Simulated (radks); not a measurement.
All-electron atom: Ta51+ in [Ar] 3d4. All-electron calculation, scalar-relativistic Kohn-Sham, LB94 model potential, spin-polarised, spherical densities, finite nucleus; open shells are filled with parallel spins first (spin-orbit coupling, left out, can overturn this in heavy ions); Fermi nuclear charge, rms radius 5.3507 fm. Program: a radial shooting solver on a logarithmic mesh with Libxc functionals.

Unscreened Slater integrals over Kohn-Sham orbitals (cm^-1). They are taken over the spin-up orbitals.

| integral | value |
|---|---|
| F0(3d,3d) | 1158100 |
| F2(3d,3d) | 597560 |
| F4(3d,3d) | 386270 |
| F0(3d,3p) | 1072900 |
| F2(3d,3p) | 514830 |
| G1(3d,3p) | 547820 |
| G3(3d,3p) | 367030 |
| F0(3d,3s) | 1064500 |
| G2(3d,3s) | 423790 |
| F0(3d,2p) | 1467900 |
| F2(3d,2p) | 443830 |
| G1(3d,2p) | 416470 |
| G3(3d,2p) | 240000 |
| F0(3p,3p) | 1023700 |
| F2(3p,3p) | 512610 |
| F0(3p,3s) | 1015200 |
| G1(3p,3s) | 660440 |
| F0(3p,2p) | 1358300 |
| F2(3p,2p) | 342890 |
| G0(3p,2p) | 137000 |
| G2(3p,2p) | 150920 |
| F0(3s,3s) | 1009300 |
| F0(3s,2p) | 1322300 |
| G1(3s,2p) | 135100 |
| F0(2p,2p) | 2858100 |
| F2(2p,2p) | 1351200 |

Derived for the open shells (J is the average intra-shell exchange parameter used in DFT+U). 3d: Racah B = F2/49 - 5 F4/441 = 7816 cm^-1, C = 35 F4/441 = 30660 cm^-1, C/B = 3.92, F4/F2 = 0.646, J = (F2 + F4)/14 = 70270 cm^-1.
